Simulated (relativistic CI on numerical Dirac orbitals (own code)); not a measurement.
# Ta3+: 4d photoemission

Computed with this model: Dirac-Coulomb-Breit CI, separate exchange-only KLI orbitals for each configuration, model QED (radiative potential, 1s self-energy scaled to tabulated hydrogen-like ionisation energies), multiplet model of photoemission in the sudden approximation, unscaled Slater integrals; configurations [Xe] 4f14 5d2 → [Kr] 4d9 4f14 5s2 5p6 5d2; 300 K; Lorentzian 3.5 eV and Gaussian 0.6 eV FWHM. Energies are those of the free ion, without screening or charge transfer. The energies are binding energies and can lie tens of eV above those of solids. S is read from ⟨S²⟩ = S(S + 1).

Field parameters in Wybourne normalisation: Td as Oh with Dq negative (B⁴₀ = 21Dq, B⁴₄ = √(5/14) B⁴₀). The field is a parameter set, without covalency.

free ion: ground-state S = 0.97, centroid 272.95 eV. Peaks (eV, height): 268.0 (100), 279.6 (60).

Td, 10Dq = -19600 cm⁻¹: ground-state S = 1.00, centroid 273.13 eV. Peaks (eV, height): 268.4 (100), 280.0 (66).

Strongest unbroadened transitions for Td, 10Dq = -19600 cm⁻¹:

```csv
Energy (eV),Relative strength
268.10,49.3
268.14,99.1
268.19,49.8
268.34,50.1
268.39,98.9
268.58,89.3
269.46,6.2
271.49,1.9
274.05,1.6
274.51,1.6
279.78,50.0
279.85,100.0
279.90,49.6
280.33,79.4
281.70,9.2
282.81,1.2
283.09,1.1
285.39,4.2
```
